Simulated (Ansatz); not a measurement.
iodine (I2), SMILES II.

Coordinates come from a B3LYP-D3(BJ)/def2-TZVP optimisation. The def2 effective core potentials stand for the cores of I; spin–orbit coupling is left out.

Two levels are set side by side: PBE/def2-TZVPD (Ansatz, a program for electronic structure) and CAM-B3LYP/def2-TZVPD (Ansatz). Energy differences of separate SCF runs at the same geometry; the states with an electron removed or added have multiplicity 2 and 2. Differences are taken from unrounded values.

```csv
quantity,CAM-B3LYP
vertical ionisation energy (eV),9.67
vertical electron affinity (eV),1.93
vertical singlet–triplet gap (eV),1.77
```

Q: What does PBE give, and how far is it from CAM-B3LYP? (Estimate from the structure and the level; the computed values follow.)

A: 
```tsv
quantity	PBE	PBE minus CAM-B3LYP
vertical ionisation energy (eV)	9.27	-0.40
vertical electron affinity (eV)	1.83	-0.10
vertical singlet–triplet gap (eV)	1.56	-0.21
```
